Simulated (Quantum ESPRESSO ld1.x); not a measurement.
Question: The mean radii <r> (bohr) of the occupied orbitals of an atom or ion are listed with their occupations. Calculated with ld1.x of Quantum ESPRESSO 7.5: scalar-relativistic Kohn-Sham, relativistic LDA (MacDonald-Vosko exchange, VWN5 correlation), spin-unpolarised, spherical densities, point nucleus.

| orbital | occ. | <r> |
|---|---|---|
| 1s | 2 | 0.01774 |
| 2s | 2 | 0.07204 |

Name the element and its charge.

Answer: Z = 76, osmium, charge +72: Os72+ in [He] 2s2. The 1s radius gives Z: for a bare nucleus <r> = (2 gamma + 1)/(2Z) with gamma = sqrt(1 - (Z/c)^2), 0.01753 bohr for Z = 76, and screening makes it slightly larger (0.01774 here). The occupations add up to 4, and the charge is Z minus that.
